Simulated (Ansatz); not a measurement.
Geometry optimisation, RKS BLYP-D4/def2-SVP (Ansatz).

Input file:

```yaml
crystal:
  periodic: [false, false, false]
  atoms:
    - { symbol: Mo, position_ang: [0.041784, -0.144149, -0.102949] }
    - { symbol: F, position_ang: [-0.058353, -0.049196, 1.705078] }
    - { symbol: F, position_ang: [1.903242, -0.081523, 0.021254] }
    - { symbol: F, position_ang: [0.010186, 1.708175, -0.219893] }
    - { symbol: Cl, position_ang: [-2.241758, -0.321255, -0.341069] }
    - { symbol: F, position_ang: [0.172159, -1.998, -0.016719] }
    - { symbol: F, position_ang: [0.241439, -0.215142, -1.952192] }
    - { symbol: H, position_ang: [-1.593481, 1.670941, 1.381883] }
    - { symbol: H, position_ang: [-1.424417, 1.547049, 2.068706] }
basis:
  gaussian: { orbitals: def2-SVP }
hamiltonian:
  xc: blyp
  dispersion: d4
relax:
  f_tol: 0.03
  max_steps: 50
output:
  orbitals: {}
```

Launched with:

```bash
$ ansatz run input.yaml --threads 4 --pin off --max-ram 5120MiB --backend cpu --events-out ev --progress --plain --runs-dir out
```

Q: Where does it end, and by what steps?

A: The forces met the threshold. The force dipped under the threshold on the way, but the program's further checks kept it going. After 16 steps the energy has fallen by 0.360 eV; H8 moved furthest, 1.05 Å.

| step | energy less start (eV) | largest force component (eV/Å) | accepted |
| --- | --- | --- | --- |
| 0 | 0.0000 | 1.726 | yes |
| 1 | -0.2250 | 0.522 | yes |
| 2 | -0.3043 | 0.274 | yes |
| 3 | -0.3411 | 0.113 | yes |
| 4 | -0.3543 | 0.041 | yes |
| 5 | -0.3575 | 0.040 | yes |
| 6 | -0.3584 | 0.028 | yes |
| 7 | -0.3239 | 1.092 | no |
| 8 | -0.3553 | 0.347 | no |
| 9 | -0.3587 | 0.063 | yes |
| 10 | -0.3590 | 0.046 | yes |
| 11 | -0.3593 | 0.012 | yes |
| 12 | -0.3072 | 1.194 | no |
| 13 | -0.3592 | 0.111 | no |
| 14 | -0.3595 | 0.019 | yes |
| 15 | -0.3594 | 0.117 | no |
| 16 | -0.3597 | 0.029 | yes |

```xyz
9
Properties=species:S:1:pos:R:3
Mo 0.137 -0.295 -0.263
F -0.054 -0.194 1.583
F 1.979 -0.128 -0.038
F 0.027 1.553 -0.386
Cl -2.140 -0.497 -0.533
F 0.327 -2.138 -0.138
F 0.409 -0.400 -2.096
H -2.008 2.386 2.025
H -1.626 1.830 2.391
```

Whether the end is a true minimum wasn't checked by a vibrational analysis.

Run time: 13 s on 4 threads of AMD EPYC 9R45 96-Core Processor (Zen 5), with other jobs on the host, peak memory 0.21 GiB.
